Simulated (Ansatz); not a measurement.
`S[SiH2][GeH2][I]` → `[GeH3][I]` + `[SiH]S` at 600 K and 1 bar (silylene formation by 1,1-elimination).

Isolated molecules relaxed with PBE0-D4/def2-TZVP in Ansatz; ΔE leaves out vibrations. CCSD(T)/CBS adds triple-zeta CCSD(T) − MP2 to the extrapolated MP2 energy (def2 sets, frozen cores). This one scheme is used for every species. Elements past krypton have def2 core potentials. For Ge, I outer-core shells are correlated without core-valence functions, which leaves a few kJ/mol of doubt a bond. Scalar relativity is left out up to krypton. Each species was taken in one conformer, which may not be the lowest.

| species | CCSD(T)/CBS energy (Eh) | H − E (kJ/mol) | S (J/(mol·K)) |
| --- | --- | --- | --- |
| `S[SiH2][GeH2][I]` | -3063.48207 | 180.0 | 491.1 |
| `[GeH3][I]` | -2375.37957 | 95.8 | 331.0 |
| `[SiH]S` | -688.02937 | 72.8 | 295.1 |

H − E and S are ideal-gas, rigid-rotor, harmonic terms from PBE0-D4/def2-TZVP, for one conformer and one mirror image of each species. 1 Eh = 2625.50 kJ/mol, R = 8.31446 J/(mol·K).

Problem. By hand: ΔE, ΔH, ΔS and ΔG.

Solution. ΔE = (-2375.37957) + (-688.02937) − (-3063.48207) = 0.07313 Eh = 192.0 kJ/mol. Δ(H − E) = 95.8 + 72.8 − 180.0 = -11.4, so ΔH = 180.6 kJ/mol. ΔS = 331.0 + 295.1 − 491.1 = 135.0 J/(mol·K). ΔG = 180.6 − 600 × (135.0)/1000 = 99.6 kJ/mol.

Problem. By hand: the equilibrium constant, and the temperature at which ΔG would vanish if ΔH and ΔS stayed fixed.

Solution. log₁₀ K = −ΔG/(RT ln 10) = -8.7. ΔG = 0 at ΔH/ΔS = 1338 K.

The number of gas molecules changes by +1, which sets the sign of ΔS. A doubt of 5 kJ/mol in ΔE shifts log₁₀ K by 0.4 here. Other conformers and mirror images would add mixing entropy, several J/(mol·K) or more a flexible species. Modes under 60 cm⁻¹, often nearly free rotors, make the harmonic entropy too high. These are equilibria of isolated gas molecules and say nothing of rates. Largest T1 diagnostic: 0.016 (customary marks: 0.02 for closed shells, 0.045 for open ones).
